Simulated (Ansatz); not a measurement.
```yaml
crystal:
  periodic: [false, false, false]
  atoms:
    - {symbol: F, position_ang: [2.257090, -3.292963, 3.192467]}
    - {symbol: Ge, position_ang: [0.531239, -0.925084, 0.364761]}
    - {symbol: F, position_ang: [-1.924620, -3.509981, -1.611655]}
    - {symbol: Se, position_ang: [-2.647284, 2.986479, 2.529244]}
    - {symbol: Se, position_ang: [4.705192, 0.856897, -2.701815]}
    - {symbol: H, position_ang: [-5.335282, 0.787528, 2.587514]}
    - {symbol: H, position_ang: [2.558226, 2.936734, -4.468230]}
basis:
  gaussian: {orbitals: x2c-TZVPPall, fitting: {mean_field: def2-universal-jkfit}}
total_charge: 1
magnetization: {spin_polarized: true, initial_magnetization: 1}
hamiltonian: {xc: {name: PBE}}
output: {forces: true}
```

```sh
$ ansatz run in.yaml --threads 4 --pin off --events-out ev --progress --plain --max-ram 11315MiB
```

Shortened log:

```
Functional definition: PBE
988 factors; integrals over basis functions are off by at most 1.8e0 eV
mean field evaluation 1: about -194730.3630 eV, gradient 8.5e1 eV
mean field evaluation 2: about -193943.8249 eV, gradient 2.1e2 eV
mean field evaluation 4: about -193745.1110 eV, gradient 2.4e2 eV
mean field evaluation 8: about -194767.6961 eV, gradient 3.4e0 eV
mean field evaluation 16: about -194770.8189 eV, gradient 2.2e0 eV
mean field evaluation 32: about -194770.8982 eV, gradient 2.2e-2 eV
mean field evaluation 96: about -194771.3214 eV, gradient 4.5e-4 eV
mean field -194771.32141160 eV, -7157.7140411330 hartree, gradient 2.6e-9 eV, S^2 4.653927; 12 other end points of the search recorded, 0 dependent functions left out
reference -194771.32148097 eV, -7157.7140436823 hartree; 60, 59 occupied and 174, 175 virtual orbitals, 988 factors
Total energy: -194771.32148097 eV, -7157.7140436823 hartree
Relativity: scalar
Atom 0 at     2.257090    -3.292963     3.192467 Å, force    -0.159620     0.252522    -0.273640 eV/Å
Atom 1 at     0.531239    -0.925084     0.364761 Å, force    -0.107497    -0.505603     0.121019 eV/Å
Atom 2 at    -1.924620    -3.509981    -1.611655 Å, force     0.234658     0.280339     0.185696 eV/Å
Atom 3 at    -2.647284     2.986479     2.529244 Å, force    -0.162030    -0.163109     0.000273 eV/Å
Atom 4 at     4.705192     0.856897    -2.701815 Å, force    -0.084094     0.113365    -0.121786 eV/Å
Atom 5 at    -5.335282     0.787528     2.587514 Å, force     0.156186     0.133861    -0.000745 eV/Å
Atom 6 at     2.558226     2.936734    -4.468230 Å, force     0.122398    -0.111375     0.089183 eV/Å
Dipole moment:    -0.078159     1.853855    -0.204223 e Å
```

Something in this input is off. What?

The coordinates are in bohr but typed as ångström. The calculation finished and met its thresholds. The result belongs to that input, not to the molecule as meant.
